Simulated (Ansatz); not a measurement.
`[CH3][InH][SH]` + PH₃ → `[CH3][InH][PH2]` + H₂S  (ligand exchange at the In–S bond)

Isolated molecules relaxed with PBE0-D4/def2-TZVP in Ansatz; ΔE leaves out vibrations. CBS: MP2 limit from def2 TZ/QZ plus the TZ coupled-cluster correction, frozen cores. This one scheme is used for every species. DFT in def2-TZVPP. Elements past krypton have def2 core potentials. For In outer-core shells are correlated without core-valence functions, which leaves a few kJ/mol of doubt a bond. Each species was taken in one conformer, which may not be the lowest.

```tsv
species	r2SCANh energy (Eh)
`[CH3][InH][SH]`	-629.49050
PH₃	-343.11886
`[CH3][InH][PH2]`	-573.21834
H₂S	-399.37239
```

(1) Work out ΔE.

Largest T1 diagnostic among the species: 0.013.

Results:

(1) ΔE = (-573.21834) + (-399.37239) − (-629.49050) − (-343.11886) = 0.01863 Eh = +48.9 kJ/mol. CCSD(T)/CBS gives +48.6 kJ/mol.

In def2-TZVPP, CCSD(T) changes the Hartree–Fock value by −9.1 kJ/mol (the triples alone add −0.5 kJ/mol) and MP2 by −8.3 kJ/mol. Leaving LDA and LC-ωPBE aside and taking each functional with its dispersion term where it has one, the values, not all of them listed here, spread over 6.7 kJ/mol, from revPBE-D4 to BHLYP-D4.
